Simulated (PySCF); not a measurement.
# What a mistake does to a calculation on C2GeH7N

These are calculations, not measurements. They come from PySCF 2.14.0, an open-source quantum chemistry program, on an isolated molecule that a program drew, which may never have been made. The molecule is C2GeH7N (charge 0, singlet), drawn as the SMILES string `[CH2]=[GeH][NH]C`.

Each row is a Hartree-Fock (HF) and frozen-core CCSD(T) single point in the cc-pVDZ basis, meant for a local HF minimum. Run 1 is clean. Each other run has one planted mistake out of seven kinds, and not every kind appears here: one electron removed, one electron added, multiplicity raised by two, geometry at a saddle point, minimal basis STO-3G, one bond length entered in bohr, all coordinates scaled. The reference is restricted for singlets and unrestricted otherwise, and also for a bond in bohr. Adding or removing an electron swaps singlet and doublet. Electrons count all cores. HOMO and LUMO are orbital energies over both spins, the gradient is its largest component, and the lowest frequency (negative if imaginary) is given only where the gradient is small. Bond lengths are over the 10 bonds as drawn. T1 is the CCSD diagnostic: over 0.02 (restricted) or 0.045 (unrestricted) a single reference is doubtful. Germanium has the cc-pVDZ-PP basis, with a core potential (ECP10MDF) in place of its 10 inner electrons, and its 3s, 3p and 3d shells are frozen in CCSD(T).

Geometry of the clean run:
```xyz
11
C2GeH7N, angstrom
C     0.6048    0.4356   -1.6559
Ge   -0.7943    0.3669   -0.5963
N    -0.7623    0.4800    1.2040
C     0.4563    0.4903    1.9916
H     0.4650    0.4284   -2.7287
H     1.6160    0.5275   -1.2832
H    -2.2371    0.2193   -1.0459
H    -1.5485    0.0861    1.6839
H     0.8723   -0.5082    2.1671
H     0.2736    0.9584    2.9614
H     1.2180    1.0836    1.4842
```

```
run,electrons,basis functions,<S^2>,HOMO (eV),LUMO (eV),gradient (hartree/bohr),lowest frequency (cm^-1),mean bond (Å),longest bond (Å),T1,HF (hartree),CCSD(T) (hartree),mistake
1,58,100,0.000,-7.71,3.18,2.6e-05,107,1.2974,1.804,0.0133,-427.57456,-428.19275,no fault
2,58,100,1.099,-7.81,1.83,3.9e-02,-,1.4537,3.319,0.0417,-427.47444,-428.06047,one bond length entered in bohr
3,58,100,2.026,-4.75,1.32,1.1e-01,-,1.2974,1.804,0.0184,-427.49426,-428.07780,multiplicity raised by two
4,57,100,0.771,-15.38,-5.44,7.6e-02,-,1.2974,1.804,0.0255,-427.34570,-427.92420,?
5,59,100,0.770,1.87,8.83,5.0e-02,-,1.2974,1.804,0.0121,-427.48153,-428.10538,?
```

**Which mistake was planted in run 4, and what did it cost?**

It counts 57 electrons, one fewer than the clean run, at the same geometry and basis. So the mistake is: one electron removed. Subtracting run 1 and multiplying by 627.51 kcal/mol a hartree, the energy moved by 143.6 kcal/mol in HF and 168.5 kcal/mol in CCSD(T).

**Which mistake was planted in run 5, and what did it cost?**

It counts 59 electrons, one more than the clean run, at the same geometry and basis. So the mistake is: one electron added. Subtracting run 1 and multiplying by 627.51 kcal/mol a hartree, the energy moved by 58.4 kcal/mol in HF and 54.8 kcal/mol in CCSD(T).

Cautions from the logs. Run 5: the HOMO is above zero, so the electron isn't bound and the energy depends on the basis.
